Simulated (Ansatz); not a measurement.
Reaction (formal exchange of groups at the Si–N bond): `N[SiH]1SS1` + `BO` → `OB[SiH]1SS1` + NH₃

Isolated molecules relaxed with PBE0-D4/def2-TZVP in Ansatz; ΔE leaves out vibrations. CBS: MP2 limit from def2 TZ/QZ plus the TZ coupled-cluster correction, frozen cores. This one scheme is used for every species. Functionals use def2-TZVPP. B3LYP here is the variant with VWN-RPA as its local correlation; programs differ in this. HSE06 is defined as in plane-wave codes. Each species was taken in one conformer, which may not be the lowest.

CCSD(T)/CBS gives +0.79 eV.

**Question.** Another level gave +0.80 eV. Which?
A. BHLYP-D4/def2-TZVPP
B. HSE06/def2-TZVPP
C. B3LYP/def2-TZVPP
D. PBE-D4/def2-TZVPP

**Answer.** C. B3LYP 0.80, BHLYP-D4 0.88, PBE-D4 0.61, HSE06 0.70 eV.

**Question.** What do rigid-rotor, harmonic-oscillator terms from PBE0-D4/def2-TZVP frequencies (298.15 K, 1 bar) make of the CCSD(T)/CBS value? (Estimate.)

**Answer.** Computed: ΔZPE = +0.04 eV, ΔH = +0.84 eV, ΔS = -20 J/(mol·K), ΔG = +0.90 eV. Modes under 50 cm⁻¹ make the entropy rough.

Largest T1 diagnostic among the species: 0.015.

In def2-TZVPP, CCSD(T) changes the Hartree–Fock value by −0.20 eV (the triples alone add −0.03 eV) and MP2 by −0.14 eV. From r2SCAN to r2SCAN0 (25 % exact exchange), in def2-TZVPP and without D4, ΔE moves by +0.04 eV.
